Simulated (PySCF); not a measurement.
# Spin–spin coupling constants

Geometry (Å), atoms numbered from 1 in this order:
```xyz
18

Ge   -0.1620   -0.2655   -0.2529
O    -0.1516   -0.2397    1.5439
C     0.4644    0.8010    2.2349
H     1.5450    0.8949    2.0051
H     0.3786    0.6127    3.3182
H    -0.0004    1.7878    2.0356
C     1.6859   -0.2860   -0.8794
H     2.1937    0.6650   -0.6613
H     1.7187   -0.4474   -1.9675
H     2.2419   -1.0994   -0.3904
C    -1.1088    1.3166   -0.8932
H    -1.2443    1.2636   -1.9842
H    -0.5518    2.2364   -0.6618
H    -2.1009    1.3813   -0.4225
C    -1.1018   -1.9078   -0.6770
H    -2.0989   -1.9024   -0.2136
H    -0.5442   -2.7734   -0.2914
H    -1.2200   -2.0208   -1.7649
```

Couplings: PBE/pcJ-1 (pcSseg-1 on Ge) (without the spin–dipole term) in PySCF, geometry PBE0-D3(BJ)/def2-SVP; gas phase, one conformer, non-relativistic. Couplings are averaged over pairs made equivalent by symmetry, fast rotation or ring inversion, so a value needn't be that of the named pair in this geometry, while other rotamers aren't included; one pair stands for each set, and the list holds those of at least 1.5 Hz over up to four bonds, among pairs with at least one C or H atom (others weren't computed).

Isotopes: ¹³C, ¹H, ¹⁷O. Couplings to quadrupolar nuclei such as 17O and 33S are rarely resolved in practice.

```csv
pair,bonds,J (Hz)
"O2, C3",1,27.3
"C3, H4",1,130.3
"C7, H8",1,122.9
"O2, H4",2,?
"O2, C7",2,-2.0
"H4, H5",2,-9.7
"C7, C11",2,5.4
"H8, H9",2,?
```

**Question.** Estimate the withheld couplings, with signs.

**Answer.** 
- ²J(O2,H4) = -6.6 Hz (mean over equivalent pairs that range from -14.1 to -2.8 Hz in this conformer)
- ²J(H8,H9) = -11.9 Hz

Relativistic effects of the heavier atoms present are left out.
